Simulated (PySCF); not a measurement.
Species: C₆H₁₁Cl₃.
Bonds: C1–C2, C2–C3, C2–C4, C2–C5, C5–C6, C6–Cl7, C6–Cl8, C6–Cl9. Hydrogens: H10, H11, H12 on C1; H13, H14, H15 on C3; H16, H17, H18 on C4; H19, H20 on C5.

The same species was optimised twice, with GFN2-xTB and with PBE0-D3(BJ)/def2-SVP (PySCF), and the same property calculations (PySCF, gas phase) were run on both structures.

| coordinate | GFN2-xTB | PBE0-D3(BJ)/def2-SVP | change |
| --- | --- | --- | --- |
| C6–Cl8 (Å) | 1.770 | 1.782 | +0.012 |
| C6–Cl7 (Å) | 1.799 | 1.792 | -0.007 |
| C6–Cl9 (Å) | 1.778 | 1.785 | +0.007 |
| C5–C6 (Å) | 1.520 | 1.525 | +0.005 |
| C2–C3 (Å) | 1.531 | 1.533 | +0.002 |
| C2–C4 (Å) | 1.528 | 1.530 | +0.002 |
| C2–C5 (Å) | 1.550 | 1.551 | +0.001 |
| C1–C2 (Å) | 1.535 | 1.534 | -0.001 |
| C2–C5–C6 (°) | 120.4 | 122.8 | +2.4 |
| C4–C2–C5 (°) | 113.1 | 114.1 | +1.0 |
| C5–C6–Cl8 (°) | 114.6 | 113.7 | -0.9 |
| Cl7–C6–Cl8 (°) | 106.8 | 107.7 | +0.9 |
| C1–C2–C5 (°) | 106.1 | 105.3 | -0.8 |
| Cl7–C6–Cl9 (°) | 106.3 | 107.1 | +0.8 |
| C5–C6–Cl9 (°) | 112.6 | 112.1 | -0.5 |
| C1–C2–C3 (°) | 108.2 | 108.0 | -0.2 |
| C1–C2–C5–C6 (°) | -159 | -160 | -1 |
| C2–C5–C6–Cl7 (°) | -169 | -170 | -1 |

Rotational constants: A = 1340, B = 693.3, C = 671.1 MHz (GFN2-xTB) against A = 1318, B = 683.7, C = 664.3 MHz (PBE0-D3(BJ)/def2-SVP). Point groups within 0.08 Å: C1 and C1.

On the GFN2-xTB structure: HOMO (eV) -8.62 [PBE0/pcSseg-1]; LUMO (eV) -0.63 [PBE0/pcSseg-1]; dipole (D) 2.30 [PBE0/pcSseg-1]; GIAO shielding of C1/C3/C4 (mean) (ppm) 155.1 [PBE0/pcSseg-1]; GIAO shielding of C2 (ppm) 152.1 [PBE0/pcSseg-1]; GIAO shielding of C5 (ppm) 119.3 [PBE0/pcSseg-1]; GIAO shielding of C6 (ppm) 63.0 [PBE0/pcSseg-1]; GIAO shielding of Cl7/Cl8/Cl9 (mean) (ppm) 451.3 [PBE0/pcSseg-1].

Question: What do these properties become on the PBE0-D3(BJ)/def2-SVP structure?

Answer: 
```
                                    property          level  on GFN2-xTB  on PBE0-D3(BJ)/def2-SVP  change
                                   HOMO (eV)  PBE0/pcSseg-1        -8.62                    -8.66   -0.04
                                   LUMO (eV)  PBE0/pcSseg-1        -0.63                    -0.70   -0.07
                                  dipole (D)  PBE0/pcSseg-1         2.30                     2.27   -0.03
energy, GFN2-xTB geometry as zero (kcal/mol)  PBE0/pcSseg-1          0.0                     -1.0    -1.0
     GIAO shielding of C1/C3/C4 (mean) (ppm)  PBE0/pcSseg-1        155.1                    152.6    -2.5
                  GIAO shielding of C2 (ppm)  PBE0/pcSseg-1        152.1                    151.3    -0.8
                  GIAO shielding of C5 (ppm)  PBE0/pcSseg-1        119.3                    116.8    -2.5
                  GIAO shielding of C6 (ppm)  PBE0/pcSseg-1         63.0                     60.9    -2.1
  GIAO shielding of Cl7/Cl8/Cl9 (mean) (ppm)  PBE0/pcSseg-1        451.3                    452.3    +1.0
```

The heavy atoms differ by 0.038 Å rms after alignment. Among bonds between heavy atoms C6–Cl8 changes most (+0.012 Å). Changes are differences of the printed values. Neither structure is proved a minimum here.

Shape of the structure used: `[CH3:1][C:2]([CH3:3])([CH3:4])[CH2:5][C:6]([Cl:7])([Cl:8])[Cl:9]`: C1–C2–C5–C6 -160°, C2–C5–C6–Cl7 -170°.
